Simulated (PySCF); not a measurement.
# Correlation energy of F⁺ (fluorine, charge +1)

[He] 2s2 2p4, high-spin 3P determinant. Calculation: PySCF 2.14, in def2-TZVPPD (6s4p3d1f, 40 functions); the non-relativistic Hamiltonian (point nucleus). Frozen: 1s2; 6 electrons correlated.

```csv
level,correlation energy (mhartree)
CCSD,-156.92
(T),-1.96
CCSD(T),-158.88
```

Diagnostics: T1 = 0.0042, D1 = 0.0079, largest double amplitude 0.026.

Q: Is a single reference adequate?

A: Yes: T1 lies below 0.03 and no double amplitude reaches 0.07.
